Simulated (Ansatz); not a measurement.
CH5InO2, SMILES C[O][InH][OH].

The structure is a stationary point at PBE-D3(BJ)/def2-SVP. The def2 effective core potentials stand for the cores of In; spin–orbit coupling is left out. The values are those of a single conformer.

Two levels are set side by side: PBE/def2-SVPD (Ansatz, an electronic-structure program) and PBE0/def2-SVPD (Ansatz). Energy differences of separate SCF runs at the same geometry; the states with an electron removed or added have multiplicity 2 and 2. Differences are taken from unrounded values.

```csv
quantity,PBE0
vertical ionisation energy (eV),9.46
vertical singlet–triplet gap (eV),4.64
```

Q: What does PBE give, and how far is it from PBE0? (Estimate from the structure and the level; the computed values follow.)

A: 
| quantity | PBE | PBE minus PBE0 |
|---|---|---|
| vertical ionisation energy (eV) | 9.18 | -0.28 |
| vertical singlet–triplet gap (eV) | 4.19 | -0.45 |
